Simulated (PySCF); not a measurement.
# Checking a proposed structure

A compound C8H9FO gives the data below (simulated from a calculation) and was assigned the structure `CCc1cccc(O)c1F`.

13C{1H} NMR (computed): δ 160.0 (C), 151.3 (C), 128.3 (CH), 124.1 (CH), 121.9 (CH), 114.4 (CH), 61.7 (CH2), 13.6 (CH3).

1H NMR (500 MHz, computed): δ 7.15 (m, 1H), 7.07 (m, 1H), 6.90 (m, 1H), 6.73 (m, 1H), 4.14 (q, 2H), 1.27 (t, 3H).

Level of theory: PBE0/pcSseg-1 with gauge-including orbitals, geometry: PBE0-D3(BJ)/def2-SVP, in PySCF 2.14 (single conformer, non-relativistic Hamiltonian, equivalent nuclei averaged, no solvent).

Referencing at the same level of theory: 1H (σ = 31.27 ppm), 13C (σ = 184.41 ppm) against TMS.

**Question.** Compare with the shifts computed for the proposed structure, pairing carbons in order of shift.

**Answer.** Mapped SMILES: `[CH3:1][CH2:2][c:3]1[cH:4][cH:5][cH:6][c:7]([OH:8])[c:9]1[F:10]`; H(Xn) means a hydrogen on atom n.

| atom | computed for proposal | given list | difference |
| --- | --- | --- | --- |
| C9 | 155.3 | 160.0 | -4.7 |
| C7 | 150.3 | 151.3 | -1.0 |
| C3 | 136.6 | 128.3 | +8.3 |
| C5 | 129.9 | 124.1 | +5.8 |
| C4 | 124.8 | 121.9 | +2.9 |
| C6 | 118.8 | 114.4 | +4.4 |
| C2 | 26.9 | 61.7 | -34.8 |
| C1 | 18.1 | 13.6 | +4.5 |

The rms difference is 13.1 ppm and the largest -34.8 ppm at C2 (sp3 CH2 on an aromatic ring). The carbon types in order of shift don't match either: C, C, C, CH, CH, CH, CH2, CH3 for the proposal against C, C, CH, CH, CH, CH, CH2, CH3 in the data. The proposal doesn't fit.

**Question.** Which isomer fits?

**Answer.** 2-fluorophenetole (SMILES CCOc1ccccc1F).

- Carbon types of the structure: 2 × C, 4 × CH, 1 × CH2, 1 × CH3, which accounts for all hydrogens.
- δC 160.0: aromatic carbon bearing fluorine; the electronegative substituent deshields the carbon that carries it.
- δC 151.3: aromatic carbon bearing oxygen; the electronegative substituent deshields the carbon that carries it.
- δC 128.3, 124.1, 121.9, 114.4: aromatic CH.
- δC 61.7: sp3 CH2 bonded to O; deshielded by the electronegative neighbour.

The shifts were computed for this structure.

Splittings by 19F in the carbon and heteronuclear signals aren't shown, as no couplings were computed. Shifts are as computed. Against solution values, carbons near 30 ppm lie about +2 ppm off and those near 130 ppm about +5 ppm. Of 1211 compounds with measured shifts, 218 miss one by over three times the rms of a fit or turn the order of signals round; such compounds aren't used in these exercises. No couplings were computed; multiplicities are counted from neighbouring protons, with m where these are inequivalent, close in shift, in a saturated or five-membered ring or joined by F or P, and br s for small geminal =CH2 splittings.
